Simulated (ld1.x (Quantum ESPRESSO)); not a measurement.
Values are calculated unless marked as measured or tabulated.
**Potentials for oxygen compared**

Generated with ld1.x 7.5 (TM, RRKJ, ultrasoft, PAW), atompaw 4.2 or ONCVPSP 4.0.1. The cutoff is in Ry: for ld1.x and atompaw files where the sum of valence levels is converged to 10 mRy in a Bessel basis, for ONCV files where the hardest occupied wave has 1 mHa per electron of residual kinetic energy. The error is the largest all-electron minus pseudo excitation energy over each file’s own four to seven test configurations (ionisations up to +4, promotions, holes and added fractions of an electron), all of which were solved. The labels leave out finer settings (local radius, basis sizes, second energies), which also bear on the numbers. Spin-polarised tests are not counted. The rows are a selection from randomly drawn settings: files with unsolved tests, undetermined cutoffs or missed reference levels are left out.

| potential | cutoff (Ry) | largest error (meV) | bound ghosts |
| --- | --- | --- | --- |
| ultrasoft, PBE, scalar-relativistic, rc 1.00/1.25/1.35 (spd), local smoothed, core correction no, reference 2s2 2p4 | 45 | -91 | none |
| ultrasoft, PBE, non-relativistic, rc 0.65/1.15 (sp), local smoothed, core correction yes, reference 2s2 2p4 | 80 | +14 | none |
| TM, LDA (PZ), scalar-relativistic, rc 0.60/1.50/1.35 (spd), local s, core correction yes, reference 2s1 2p5 | 160 | +2746 | none |
| ultrasoft, PBE, scalar-relativistic, rc 0.95/1.60 (sp), local smoothed, core correction no, reference 2s2 2p2 | 30 | +345 | none |
| RRKJ, PBEsol, scalar-relativistic, rc 0.75/1.65/1.65 (spd), local s, core correction yes, reference 2s2 2p2 | 90 | +961 | none |
| TM, Wu–Cohen, scalar-relativistic, rc 0.85/1.25/1.35 (spd), local d, core correction yes, reference 2s1.5 2p4.5 | 90 | +1245 | none |
| ultrasoft, LDA (PZ), non-relativistic, rc 0.70/0.95 (sp), local smoothed, core correction yes, reference 2s2 2p2 | 80 | +66 | none |

**Question.** Fill in the row for O: PAW, PBE, non-relativistic, rc 0.80/1.90/1.80 (spd), local smoothed, core correction yes, reference 2s2 2p2.5.

**Answer.** cutoff 45 Ry, largest error -68 meV, bound ghosts: none.

**Question.** Fill in the row for O: RRKJ, PBE, scalar-relativistic, rc 0.70/1.20 (sp), local s, core correction yes, reference 2s2 2p4.

**Answer.** cutoff 90 Ry, largest error +1138 meV, bound ghosts: none.
